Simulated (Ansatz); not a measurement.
`CN(C)C=O` + `CSc1ccccc1` → `CCSc1ccccc1` + `CNC=O`  (formal exchange of groups at a C–N bond)

Isolated molecules relaxed with PBE0-D4/def2-TZVP in Ansatz; ΔE leaves out vibrations. CCSD(T)/CBS is the MP2 limit (def2-TZVPP, def2-QZVPP) plus CCSD(T) − MP2 in def2-TZVPP, frozen cores. Functionals use def2-TZVPP. One conformer a species, not always the lowest.

Question: Is it downhill or uphill in electronic energy at CCSD(T)/CBS, and by how much? (Best estimate.)

Answer: The calculation gave: Downhill: ΔE = -0.22 eV.

Question: What do these levels give: PBE-D4, PBE, r2SCAN, HF/def2-QZVPP, SCS-MP2/def2-QZVPP, CCSD/CBS(def2)? (Estimate.)

Answer: Ansatz gave: PBE-D4 -0.18, PBE -0.16, r2SCAN -0.17, HF/def2-QZVPP -0.18, SCS-MP2/def2-QZVPP -0.21, CCSD/CBS(def2) -0.22 eV.

Largest T1 diagnostic among the species: 0.015.
